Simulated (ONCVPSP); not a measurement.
## What one change does to a pseudopotential (Ta (Z = 73), ONCV)

* Element: tantalum
* Generator: ONCVPSP 4.0.1
* Type: optimised norm-conserving Vanderbilt (ONCV)
* Functional: LDA (Perdew-Wang 92)
* Relativity: scalar-relativistic
* Frozen core: [Kr] 4d10 4f14
* Valence charge: 13
* Reference configuration: 5s2 5p6 5d3 6s2
* Partial waves: 5s+6s: rc 1.70 bohr, ncon 4, nbas 8, qcut 8.6 1/bohr, 2 projectors; 5p: rc 1.85 bohr, ncon 3, nbas 6, qcut 6.6 1/bohr, 1 projector; 5d: rc 2.55 bohr, ncon 4, nbas 9, qcut 6.4 1/bohr, 1 projector
* Local potential: polynomial inside 1.40 bohr (lpopt 5, dvloc0 0 Ha)
* Core correction: Teter function, fcfact 4.25, rcfact 1.5

Change: core correction Teter function, fcfact 4.25, rcfact 1.84.

Cutoffs: the cutoffs (Ha) at which the residual kinetic energy of the hardest occupied pseudo-wave falls to 1 and 0.1 mHa per electron; they do not see the model core or the augmentation charge, which bear on the density cutoff. Errors are all-electron minus pseudo energies relative to the spin-unpolarised reference configuration.

**Question.** How do hardness, ghosts and transferability respond?

**Answer.** The potential gets neither clearly harder nor softer (23 Ha and 27 Ha → 23 Ha and 27 Ha); of the 4 tests that both files solve, the error grows in 3 and shrinks in 0 by more than 15 % and 0.3 meV (median size 9.3 → 54.9 meV); neither file shows a bound ghost. A model core, the more so a compact one, raises the density cutoff, which this test does not measure.

```tsv
quantity	base	changed
cutoff, loose	23 Ha	23 Ha
cutoff, tight	27 Ha	27 Ha
bound ghosts	none	none
GHOST(+) flags under 300 eV	s at 277.5 eV	s at 277.5 eV
error for 5s2 5p6 5d3 6s1, meV [ΔE 8.69 eV]	-2.5	-4.8
error for 5s2 5p6 5d3 6s0, meV [ΔE 23.99 eV]	-4.5	-21
error for 5s2 5p6 5d2 6s0, meV [ΔE 47.92 eV]	-14	-89
error for 5s1 5p6 5d3 6s2, meV [ΔE 79.45 eV]	-291	-305
s: phases at 1.73 bohr within 0.05 rad from the reference energy up to (Ha; the scan ends near 5)	to the end of the scan	to the end of the scan
p: phases at 1.88 bohr within 0.05 rad from the reference energy up to (Ha; the scan ends near 5)	0.5	0.5
d: phases at 2.59 bohr within 0.05 rad from the reference energy up to (Ha; the scan ends near 5)	4.9	4.9
rms error of d²Exc/dni dnj with the model core, mHa	0.56	2.65
```
